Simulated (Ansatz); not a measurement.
Basis-set extrapolation for C₂H₉BO₂Si (`COB(C)O[SiH3]`) (PBE0-D4/def2-TZVP geometry, frozen core, the Gaussian-basis code of Ansatz). Multiplicity 1, RHF reference.

```
                      def2-TZVPP   def2-QZVPP
                 HF  -544.590543  -544.612411
    MP2 correlation    -1.042501    -1.118553
CCSD(T) correlation    -1.136511      not run
```

Energies in hartree. Use E(X) = E(∞) + A·exp(−7.88·√X) for Hartree–Fock and E(X) = E(∞) + B·X^(−2.97) for correlation, with X = 3 and 4, and add CCSD(T) minus MP2 of the smaller set to the MP2 limit.

What is the CCSD(T) energy at the basis-set limit?

HF limit: -544.612411 + (-0.021868) × 0.13774 = -544.61542. MP2 limit: -1.118553 + (-0.076052) × 0.74074 = -1.17489. Higher-order term: -1.136511 − (-1.042501) = -0.09401. Total: -545.88432 hartree, 412.9 kJ/mol below CCSD(T)/def2-TZVPP.
